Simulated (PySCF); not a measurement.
Excitation energy of Rh by level of theory

Rh [Kr] 4d8 5s1 (4F) → Rh [Kr] 4d7 5s2 (4F), as a difference of total energies. All numbers are calculated (PySCF 2.14, the spin-free X2C one-electron Hamiltonian (Gaussian nucleus), in x2c-TZVPPall with one added diffuse shell each of s, p, d, f type (9s7p7d3f1g, 95 functions)). Correlated levels: valence: [Kr] frozen. The calculations carry no spin-orbit coupling.

```tsv
method	excitation energy (eV)
UHF	1.303
MP2 (valence)	1.785
SCS-MP2 (valence)	1.709
CCSD (valence)	1.556
CCSD(T) (valence)	1.574
```

**Question.** How much does correlation contribute at CCSD(T) (valence)?

**Answer.** 1.574 − (1.303) = 0.271 eV, measured against UHF.

A first-order spin-orbit estimate (lowest level to lowest level, LS coupling) adds -0.021 eV.
